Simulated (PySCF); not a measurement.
Input, command and output of a PySCF 2.14 run on Cu2+: CASSCF of the metal shell, NEVPT2 and spin-orbit coupling.

```
{"job": {"kind": "lf", "basis": {"metal": "x2c-TZVPall", "ligand": "x2c-SVPall"}, "nevpt": true}, "charge": 2, "metal": "Cu", "open_shell": "d9"}
Cu     0.000000     0.000000     0.000000
```

```bash
OMP_NUM_THREADS=1 python lf_run.py task.json out
```

```
basis functions 48, electrons 27, active (9e, 5o)
stage 1: DIIS on the effective Fock matrix, level shift 0.30
cycle   1  E = -1650.3476234768  dE = -1.650e+03  max|g| = 3.017e+00
cycle   2  E = -1650.9480715315  dE = -6.004e-01  max|g| = 2.578e+00
cycle   3  E = -1651.6361229266  dE = -6.881e-01  max|g| = 1.781e+00
cycle   4  E = -1652.2497597653  dE = -6.136e-01  max|g| = 2.046e-01
cycle   5  E = -1652.2591267850  dE = -9.367e-03  max|g| = 1.375e-02
cycle   6  E = -1652.2592086012  dE = -8.182e-05  max|g| = 1.787e-03
cycle   7  E = -1652.2592102634  dE = -1.662e-06  max|g| = 2.176e-04
cycle   8  E = -1652.2592102883  dE = -2.485e-08  max|g| = 3.157e-05
cycle   9  E = -1652.2592102887  dE = -4.218e-10  max|g| = 3.672e-06
converged average energy = -1652.2592102887

 mult deg   label        CASSCF/cm-1   NEVPT2/cm-1
   2   5   2D                  0.0           0.0

spin-orbit levels / cm-1
      0.00  x6  2D 1.00
   2044.28  x4  2D 1.00
```

The job took 0.96 s on one thread of Arm Neoverse V1 (shared host), with 48 basis functions, launched as `OMP_NUM_THREADS=1 python lf_run.py task.json out`.

Measured levels beside the computed ones:

```tsv
level	computed / cm⁻¹	measured / cm⁻¹
2D J = 5/2	0	0
2D J = 3/2	2044	2072
```

Source of the measured levels: Sugar and Musgrove, J. Phys. Chem. Ref. Data 19, 527 (1990).
